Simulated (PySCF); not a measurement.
These are ωB97X-D3(BJ)/def2-TZVP // PBE0-D3(BJ)/def2-SVP run with PySCF 2.14.0 values and carry that method's errors. All species are isolated molecules in the gas phase. One relaxed conformer stands for a flexible species; it need not be the lowest. Excitations are Tamm–Dancoff values on a coarser integration grid. The basis has no diffuse functions, so Rydberg states are missing or too high.

Reference species (SMILES): `[SH][Sn]([O]C)([O]C)[SH]` (neutral, multiplicity 1).

| Item | Result |
|---|---|
| HOMO | -10.25 eV |
| brightest of the four lowest singlets (TDA) | 5.80 eV |

Changed species: `C[O][Sn]([O]C)([O]C)[O]C` (0 of 4 OCH3 replaced by SH; the reference has 2 of 4 OCH3 replaced by SH).

Question: Give the shifts of the HOMO and brightest of the four lowest singlets (TDA).

Answer: the HOMO falls by 0.24 eV, to -10.49 eV; the brightest of the four lowest singlets (TDA) rises by 0.02 eV, to 5.82 eV.
